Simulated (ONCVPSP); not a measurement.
Hf: one change to an ONCV potential, before and after

hafnium, optimised norm-conserving Vanderbilt (ONCV), made with ONCVPSP 4.0.1 (PBE, fully relativistic). Core [Kr] 4d10 4f14, reference 5s2 5p6 5d2 6s2. Waves: 5s+6s: rc 1.95 bohr, ncon 3, nbas 7, qcut 5.5 1/bohr, 2 projectors; 5p: rc 1.75 bohr, ncon 4, nbas 7, qcut 7.9 1/bohr, 1 projector; 5d: rc 2.00 bohr, ncon 4, nbas 9, qcut 4.6 1/bohr, 2 projectors, debl 2.4 Ha. Local part: polynomial inside 1.40 bohr (lpopt 1, dvloc0 0 Ha). Core correction: Teter function, fcfact 4.75, rcfact 1.7.

Open shells are filled in proportion to 2j + 1.

Change: p: qcut 10.9.

Cutoffs: the cutoffs (Ha) at which the residual kinetic energy of the hardest occupied pseudo-wave falls to 1 and 0.1 mHa per electron; they do not see the model core or the augmentation charge, which bear on the density cutoff. Errors are all-electron minus pseudo energies relative to the spin-unpolarised reference configuration.

How do hardness, ghosts and transferability respond?

The potential gets harder (20 Ha and 54 Ha → 27 Ha and 54 Ha); the errors of the 3 common tests hardly move; neither file shows a bound ghost. The waves are optimised to have the least kinetic energy above qcut, so the cutoff follows it (qcut²/2 in Ha).

| quantity | base | changed |
| --- | --- | --- |
| cutoff, loose | 20 Ha | 27 Ha |
| cutoff, tight | 54 Ha | 54 Ha |
| loose cutoff by channel | s 9.5 Ha, p 20 Ha, d 12 Ha | s 9.5 Ha, p 27 Ha, d 12 Ha |
| bound ghosts | none | none |
| GHOST(+) flags under 300 eV | d3/2 at 186.3 eV | d3/2 at 186.3 eV |
| tests with a reliable result | 3 of 4 | 3 of 4 |
| error for 5s2 5p6 5d2 6s1, meV [ΔE 7.98 eV] | -6.4 | -6.2 |
| error for 5s2 5p6 5d2 6s0, meV [ΔE 22.16 eV] | -47 | -46 |
| error for 5s2 5p6 5d2 6s1.5, meV [ΔE 3.26 eV] | -1.1 | -1.1 |
| s: phases at 1.98 bohr within 0.05 rad from the reference energy up to (Ha; the scan ends near 5) | 4.2 | 4.2 |
| p3/2: phases at 1.78 bohr within 0.05 rad from the reference energy up to (Ha; the scan ends near 5) | 1.4 | 1.8 |
| p1/2: phases at 1.78 bohr within 0.05 rad from the reference energy up to (Ha; the scan ends near 5) | 1.1 | 1.5 |
| d5/2: phases at 2.03 bohr within 0.05 rad from the reference energy up to (Ha; the scan ends near 5) | to the end of the scan | to the end of the scan |
| d3/2: phases at 2.03 bohr within 0.05 rad from the reference energy up to (Ha; the scan ends near 5) | to the end of the scan | to the end of the scan |
| rms error of d²Exc/dni dnj with the model core, mHa | 1.39 | 1.46 |
